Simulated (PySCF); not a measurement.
Er: ionisation energy

Er [Xe] 4f12 6s2 [4f5/2^6 4f7/2^6, M_J = 6] → Er+ [Xe] 4f12 6s1 [4f5/2^6 4f7/2^6 6s1/2^1, M_J = 13/2], as a difference of total energies. Calculation: PySCF 2.14, in x2c-TZVPall-2c; the two-component X2C-1e Hamiltonian. Correlated levels: [Ar] 3d10 frozen; the 18 highest virtual spinors dropped. "Screened" scales the spin-orbit matrix elements by Boettger's factors to mimic the two-electron term; Breit and QED terms are absent.

```json
{"method": "GHF (spin-free)", "ionisation energy (eV)": "4.995"}
{"method": "GMP2 (spin-free)", "ionisation energy (eV)": "5.965"}
{"method": "GHF (screened spin-orbit)", "ionisation energy (eV)": "4.998"}
{"method": "GMP2 (screened spin-orbit)", "ionisation energy (eV)": "5.968"}
```

**Question.** How much does correlation contribute at GMP2 (screened spin-orbit)?

**Answer.** 5.968 − (4.998) = 0.970 eV, measured against GHF (screened spin-orbit).

The spin-free rows relax to the high-spin LS determinant and lack the spin-orbit shift.

The labels give the starting determinants; with spin-orbit coupling the two ends relaxed to ⟨J²⟩ = 42.02, ⟨L²⟩ = 30.19, ⟨S²⟩ = 2.08 and ⟨J²⟩ = 48.76, ⟨L²⟩ = 30.18, ⟨S²⟩ = 3.83.

For comparison: 6.108 eV (measured; NIST Atomic Spectra Database, ionization energies).
